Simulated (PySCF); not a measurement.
An excited-state table with gaps

C5H13NSi.
Bonds: C1–C2 (double), C2–N3, N3–Si4, N3–C5, C5–C6, C5–C7. Hydrogens: H8, H9 on C1; H10 on C2; H11, H12, H13 on Si4; H14 on C5; H15, H16, H17 on C6; H18, H19, H20 on C7.

Method used: PySCF 2.14.0, density-fitted response routines, TDDFT PBE0/def2-SVPD, vertical, gas phase, core orbitals frozen in the response. Geometry: GFN2-xTB, one conformer, isolated molecule. Torsions of this conformer, `[CH2:1]=[CH:2][N:3]([SiH3:4])[CH:5]([CH3:6])[CH3:7]`: C1–C2–N3–Si4 -1°, C2–N3–C5–C6 63°.

Orbital energies (eV): HOMO-3 -9.84, HOMO-2 -9.14, HOMO-1 -8.78, HOMO -5.87, LUMO 0.47, LUMO+1 0.77, LUMO+2 0.78.

Lowest singlets, with some entries withheld (?).

```tsv
state	ν̃ (cm⁻¹)	f	main configurations (H = HOMO, L = LUMO)
S1	42120	0.0004	H→L (93%)
S2	45520	0.0080	H→L+2 (90%)
S3	46990	?	H→L+3 (55%), H→L+4 (40%)
S4	47540	?	?
S5	48640	0.0053	H→L+4 (52%), H→L+3 (40%)
S6	?	0.038	?
S7	51340	0.042	H→L+6 (50%), H→L+5 (42%)
S8	?	?	?
```

Problem. Fill in the withheld entries.

Solution. 
- S3: f = 0.0030
- S4: f = 0.215; H→L+1 (87%)
- S6: ν̃ = 51200 cm⁻¹; H→L+5 (45%), H→L+6 (45%)
- S8: ν̃ = 56220 cm⁻¹; f = 0.050; H→L+7 (97%)

Problem. Where do the lowest triplets lie (Tamm–Dancoff)?

Solution. T1 4.01 eV, H→L+1 (86%); T2 5.12 eV, H→L (85%), H→L+2 (11%); T3 5.53 eV, H→L+2 (80%), H→L (11%). E(S1) − E(T1) = +1.21 eV.

Problem. How far apart are S4 and S6, in eV and cm⁻¹?

Solution. 6.348 − 5.894 = 0.454 eV, or about 3660 cm⁻¹.

Problem. Which level carries the most intensity, and what share of the listed sum of f?

Solution. S4, with f = 0.215 of 0.361, 59%.
